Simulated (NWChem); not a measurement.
InH$_{2}$OF; SMILES [OH][InH][F]

```xyz
5

In    -0.2953    -0.0220     0.0000
H     -1.9895    -0.0563     0.0000
F      0.7744    -1.6705     0.0000
O      0.9502     1.5221     0.0000
H      1.8684     1.2245     0.0000
```
Atoms are numbered in this order, from 1.

Computed with NWChem. Geometry: optimised at PBE0/def2-SVP. def2 effective core potentials on In; no spin-orbit coupling. B3LYP is NWChem's, with the RPA form of VWN correlation. Static field.

### Question
Order these by “anisotropy (bohr³)”, lowest first: Hartree-Fock/def2-SVPD; B3LYP/def2-SVPD; CAM-B3LYP/def2-SVPD; PBE/def2-SVPD.

### Answer
Hartree-Fock/def2-SVPD (8.6), CAM-B3LYP/def2-SVPD (12.5), B3LYP/def2-SVPD (13.6), PBE/def2-SVPD (14.6)
